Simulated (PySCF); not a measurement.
# [CeN(H2O)2]+ at several levels of theory

Computed with PySCF 2.14.0 (density fitting, no spin-orbit coupling) at the geometry relaxed with TPSS:

```xyz
8
[CeN(H2O)2]+ (singlet)
Ce    0.4117    0.0000   -0.7421
N     1.6345    0.0000    0.6045
O    -0.2417    2.2855   -0.1568
H     0.2328    2.6697    0.6094
H    -0.8693    2.9658   -0.4726
O    -0.2418   -2.2855   -0.1568
H     0.2326   -2.6697    0.6094
H    -0.8694   -2.9658   -0.4726
```

```csv
level,basis,state,HOMO (eV),gap (eV),charge on Ce1 (e),population of f-type functions on Ce1 (polarisation alone where 4f lies in the core),dipole about the centre of mass (D),largest force component (eV/Å)
TPSS,"Ce lcecp-2-SVP with ECP46, N def2-SVP, O def2-SVP, H def2-SVP",singlet,–,–,0.86,0.10,5.96,0.01
wB97X,the same,singlet,–,–,0.91,0.12,6.59,1.94
PBE,the same,singlet,–,–,0.78,0.10,5.82,0.10
PBE0,the same,singlet,–,–,0.92,0.11,6.22,1.15
M06-L,the same,singlet,–,–,1.00,0.10,6.05,0.93
TPSS,"Ce x2c-SVPall, N x2c-SVPall, O x2c-SVPall, H x2c-SVPall",singlet,-8.65,0.53,0.63,1.22,6.62,2.99
```

In the lcecp rows the 4f levels are missing from HOMO and gap, and the state counts the valence alone.

Charges are Mulliken's, which hang on the basis. The relaxation used the grid (50, 194), these runs (75, 302) or, all-electron (x2c bases, spin-free X2C Hamiltonian), (99, 590).

What does TPSS with Ce lcecp-2-TZVP with ECP46, N def2-TZVP, O def2-TZVP, H def2-TZVP give here?

state singlet, charge on Ce1 (e) 1.29, population of f-type functions on Ce1 (polarisation alone where 4f lies in the core) 0.10, dipole about the centre of mass (D) 5.98, largest force component (eV/Å) 0.43. Time: 22 s on 2 threads of Arm Neoverse V2 (shared host), from free ions and atoms.

No frequency check is given that shows the relaxed geometry to be a minimum.

Small gap, closed shell not tested for a spin-broken solution: TPSS (x2c-SVP).
